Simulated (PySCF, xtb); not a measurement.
Si(H)(Cl) cation (ClHSi), SMILES [SiH]Cl (connectivity only; charge and spin as stated), charge +1, multiplicity 2.

Harmonic wavenumbers (cm⁻¹) from GFN2-xTB in xtb at its own minimum, in rising order: 503, 656, 2215.

Task: What does B3LYP-D3(BJ)/def2-TZVP (PySCF) give at its own minimum? (Estimate from the structure and the level; the computed values follow.)

Result: 621, 659, 2023. Paired by order, the mean absolute difference is 104 cm⁻¹ and the zero-point energies are 4.8 and 4.7 kcal/mol.
